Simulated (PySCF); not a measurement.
## Working with the constants of Tl₂

UHF-CCSD(T) constants of Tl₂, ³Πu (triplet), unpaired electrons σ ↑, π ↑ (PySCF, scalar-relativistic core potentials, basis sets Tl cc-pVDZ-PP with ECP60; masses 204.9744 and 204.9744 u):

```
ωe            : 82.1 cm⁻¹
ωexe          : 0.176 cm⁻¹
Be            : 0.016485 cm⁻¹
αe            : 4.94e-05 cm⁻¹
De to Tl + Tl : 0.97 eV
```

**Question.** What force constant and bond length do these constants imply?

**Answer.** Reduced mass μred = 102.49 u; k = 5.8918×10⁻⁷·μred·ωe² (u, cm⁻¹, mdyn/Å) = 0.407 mdyn/Å; Re = √(16.8576/(μred·Be)) (u, cm⁻¹, Å) = 3.159 Å.

**Question.** Estimate the centrifugal constant D from the Kratzer relation and find the Dunham coefficient a1.

**Answer.** D = 4Be³/ωe² = 2.66e-09 cm⁻¹; a1 = −1 − αeωe/(6Be²) = -3.49.

Correlated steps freeze 8 core orbitals. Correlated levels converge slowly with the basis: in double zeta they bind strong bonds too weakly, by up to about 1 eV, and carry superposition errors of some tenths. These are scalar-relativistic numbers at best; spin–orbit coupling would shift them, the dissociation energy most. The state is the lowest determinant that a PBE0 search found; another state may lie lower at other levels.
